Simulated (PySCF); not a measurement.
Input file for PySCF: D3(BJ) and D4 dispersion corrections on CH4OSn (SMILES C[O][SnH]), a point of a torsion scan.

```python
from pyscf import gto
from pyscf.dispersion import dftd3, dftd4

mol = gto.M(
    atom='''
    C    -0.91094565   -0.22331980    0.16094945
    O    -0.18378822    0.70895346   -0.59641680
    Sn    0.74748810    1.12619570   -2.30991556
    H    -0.76896622   -1.23870722   -0.21200462
    H    -1.97443951    0.02263598    0.12496392
    H    -0.57239746   -0.17404725    1.19885884
    H     0.63949784   -0.53128911   -3.25379768
    ''',
    basis='def2-svp',
    charge=0, spin=0, verbose=0, max_memory=1800)
d3, d4 = {}, {}
for xc in ['hf', 'pbe', 'blyp', 'revpbe', 'tpss', 'r2scan', 'b3lyp', 'pbe0', 'bhlyp', 'camb3lyp', 'b2plyp']:
    d3[xc] = float(dftd3.DFTD3Dispersion(mol, xc=xc, version='d3bj', atm=False).get_dispersion()['energy'])
    print(f'D3(BJ) {xc:10s} {d3[xc]:14.8f} Eh')
for xc in ['hf', 'pbe', 'blyp', 'revpbe', 'tpss', 'r2scan', 'b3lyp', 'pbe0', 'bhlyp', 'camb3lyp', 'b2plyp']:
    d4[xc] = float(dftd4.DFTD4Dispersion(mol, xc={'camb3lyp': 'cam-b3lyp'}.get(xc, xc), atm=True).get_dispersion()['energy'])
    print(f'D4     {xc:10s} {d4[xc]:14.8f} Eh')
```

The log:

```
D3(BJ) hf            -0.03281508 Eh
D3(BJ) pbe           -0.00399783 Eh
D3(BJ) blyp          -0.00886730 Eh
D3(BJ) revpbe        -0.00988271 Eh
D3(BJ) tpss          -0.00518475 Eh
D3(BJ) r2scan        -0.00112498 Eh
D3(BJ) b3lyp         -0.00731188 Eh
D3(BJ) pbe0          -0.00359346 Eh
D3(BJ) bhlyp         -0.00597233 Eh
D3(BJ) camb3lyp      -0.00348551 Eh
D3(BJ) b2plyp        -0.00358011 Eh
D4     hf            -0.01514797 Eh
D4     pbe           -0.00426880 Eh
D4     blyp          -0.00939847 Eh
D4     revpbe        -0.01294391 Eh
D4     tpss          -0.00576558 Eh
D4     r2scan        -0.00100262 Eh
D4     b3lyp         -0.00694667 Eh
D4     pbe0          -0.00361401 Eh
D4     bhlyp         -0.00554345 Eh
D4     camb3lyp      -0.00369900 Eh
D4     b2plyp        -0.00297644 Eh
```

The run finished.

Cost: about 0.020 core-seconds (a rough figure).
